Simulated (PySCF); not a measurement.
dibromo-chloro-fluoromethane (CBr2ClF), SMILES FC(Cl)(Br)Br. Atoms are numbered in the order given.

```xyz
5

F     -1.6695    -0.5948     0.0000
C     -0.3493    -0.4117     0.0000
Cl     0.4544    -1.9934     0.0000
Br     0.1342     0.5959    -1.6034
Br     0.1342     0.5959     1.6034
```
Charge 0, spin multiplicity 1.

Geometry optimised at TPSSh-D3(BJ)/def2-SVP.

The numbers are results of PBE/pcSseg-1 in PySCF, not measurements.

GIAO shieldings, no solvent; atoms alike by connectivity are averaged. δ = σ(ref) − σ: ¹⁹F against CFCl3 (σ = 133.6 ppm); ¹³C against TMS (σ = 182.0 ppm); ³⁵Cl against HCl (σ = 936.5 ppm), references at their B3LYP-D3(BJ)/def2-TZVP geometries, non-relativistic (without spin–orbit terms, shifts of atoms bonded to Cl or Br come out too high).

```tsv
nucleus	atoms	count	δ (ppm)
¹⁹F	F1	1	13.5
¹³C	C2	1	162.8
³⁵Cl	Cl3	1	669.1
```
